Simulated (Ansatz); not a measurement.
**Reading a saddle point**

A first-order saddle point of C2H8Zn, closed shell, PBE0-D4/def2-TZVP, with one imaginary mode of 1496i cm⁻¹:

```json
{"atom": "Zn1", "x (Å)": "0.0583", "y (Å)": "0.4833", "z (Å)": "-0.1333"}
{"atom": "H2", "x (Å)": "-0.3507", "y (Å)": "0.9066", "z (Å)": "-1.8135"}
{"atom": "C3", "x (Å)": "0.7056", "y (Å)": "1.3312", "z (Å)": "1.4818"}
{"atom": "H4", "x (Å)": "-0.4831", "y (Å)": "-0.1389", "z (Å)": "-1.5448"}
{"atom": "C5", "x (Å)": "-0.5472", "y (Å)": "-1.4865", "z (Å)": "-0.8367"}
{"atom": "H6", "x (Å)": "0.0273", "y (Å)": "2.1305", "z (Å)": "1.7875"}
{"atom": "H7", "x (Å)": "1.6881", "y (Å)": "1.7748", "z (Å)": "1.3077"}
{"atom": "H8", "x (Å)": "0.7880", "y (Å)": "0.6129", "z (Å)": "2.2988"}
{"atom": "H9", "x (Å)": "-1.3320", "y (Å)": "-1.7322", "z (Å)": "-0.1159"}
{"atom": "H10", "x (Å)": "0.3481", "y (Å)": "-2.0722", "z (Å)": "-0.6108"}
{"atom": "H11", "x (Å)": "-0.9025", "y (Å)": "-1.8096", "z (Å)": "-1.8209"}
```

Program: Ansatz 0.2.0. Basis: def2-TZVPP and def2-QZVPP. Cores are frozen in the correlated methods. The 3s and 3p shells of Cu and Zn are frozen; filled d shells are correlated. Extrapolation: Hartree–Fock as exp(−7.88 √X), correlation as X^−2.97.

Question: Which contacts change along the imaginary mode, and what lies on either side? (Judge from chemistry; the calculation decides.)

Answer: Computed: The step is CH₄Zn ([CH3][ZnH]) + CH₄ → C₂H₆Zn ([CH3][Zn][CH3]) + H₂, with the molecules in contact on both sides. Shortening one way: Zn1–C5, H2–H4; lengthening the same way: Zn1–H2, H4–C5.
```csv
pair,one side (Å),saddle (Å),other side (Å)
Zn1–C5,3.48,2.18,1.94
H2–H4,2.98,1.09,0.75
Zn1–H2,1.55,1.78,3.15
H4–C5,1.09,1.52,3.95
```

Question: Which side is lower, and how far does the saddle lie above each? (An estimate is asked for; the value comes from the calculation.)

Answer: The calculation gives: The side with Zn1–H2, H4–C5 short is lower by 38.9 kJ/mol; the saddle lies 216.8 kJ/mol above it and 177.9 kJ/mol above the other (CCSD(T) at an estimated basis limit (MP2 extrapolated from triple and quadruple zeta, plus CCSD(T) − MP2 in triple zeta); electronic energies).

The T1 diagnostic stays at or below 0.014. The start structure is not quite a true minimum (one mode of 28i cm⁻¹).

Labels in which every atom is bracketed show which atoms are joined, not bond orders.

For scale, one of the runs: CCSD(T)/def2-TZVPP, 238 basis functions, launched by `ansatz run in.yaml --threads 8 --pin off --events-out ev --progress --plain --max-ram 19148MiB`. Hardware: 8 CPU threads of an Intel Xeon 6975P-C, shared host. Wall time 14 s; peak host memory 4.9 GiB.
